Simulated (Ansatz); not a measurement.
CH3Br2Ga (`[CH3][Ga]([Br])[Br]`) at its PBE0-D4/def2-TZVP geometry, where that method's forces vanish. Total charge 0; spin multiplicity 1.

| atom | x (Å) | y (Å) | z (Å) |
| --- | --- | --- | --- |
| C1 | 0.778 | 0.632 | -0.236 |
| Ga2 | -0.700 | -0.551 | 0.218 |
| Br3 | -0.515 | -2.826 | 0.118 |
| Br4 | -2.750 | 0.208 | 0.882 |
| H5 | 0.512 | 1.669 | -0.035 |
| H6 | 1.657 | 0.353 | 0.347 |
| H7 | 1.019 | 0.514 | -1.294 |

Question: For each bond, give half the difference of the two atoms' forces along it (eV/Å; positive pushes the atoms apart) under PBE-D4, r2SCAN-D4, B3LYP-D4, ωB97M-V in def2-TZVPP. (Estimate.)

Answer: The calculation gave: 
```
   bond  length (Å)  PBE-D4  r2SCAN-D4  B3LYP-D4  ωB97M-V
 C1–Ga2       1.947   -0.01      -0.01      0.10     0.00
  C1–H5       1.089    0.09      -0.02     -0.08    -0.05
  C1–H6       1.091    0.10      -0.01     -0.07    -0.04
  C1–H7       1.092    0.10       0.00     -0.07    -0.04
Ga2–Br3       2.285    0.15       0.00      0.15    -0.03
Ga2–Br4       2.285    0.14       0.00      0.14    -0.03
```

B3LYP here is the variant with VWN-RPA as its local correlation; programs differ in this.

Results of the Gaussian-basis code of Ansatz.
